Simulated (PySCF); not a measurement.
C2H10O3Si2, SMILES O[Si](O)(O)CC[SiH3] (GFN2-xTB optimised geometry):

```
17

Si    -1.876     1.284     0.078
C     -1.087    -0.442     0.160
C      0.436    -0.402     0.000
Si     1.230    -2.123     0.000
O      0.605    -2.838    -1.332
O      0.961    -2.989     1.351
O      2.858    -2.123     0.000
H     -1.574     1.905    -1.214
H     -3.328     1.168     0.239
H     -1.336     2.123     1.152
H     -1.337    -0.917     1.112
H     -1.505    -1.080    -0.620
H      0.675     0.116    -0.930
H      0.864     0.199     0.804
H      0.837    -3.741    -1.535
H      0.072    -3.079     1.680
H      3.328    -1.659    -0.685
```

Computed with CAM-B3LYP/def2-SVP in PySCF.

### Question
What are the frontier orbital energies and the dipole moment?

### Answer
HOMO-2 -10.63 eV, HOMO-1 -10.03 eV, HOMO -9.04 eV, LUMO 1.79 eV, LUMO+1 2.43 eV; dipole moment 1.21 D.

Meta-Löwdin charges at CAM-B3LYP/def2-SVP: Si1 0.52, C2 -0.39, C3 -0.44, Si4 1.40, O5 -0.72, O6 -0.71, O7 -0.71, H8 -0.11, H9 -0.11, H10 -0.11, H11 0.09, H12 0.10, H13 0.10, H14 0.10, H15 0.33, H16 0.33, H17 0.33.
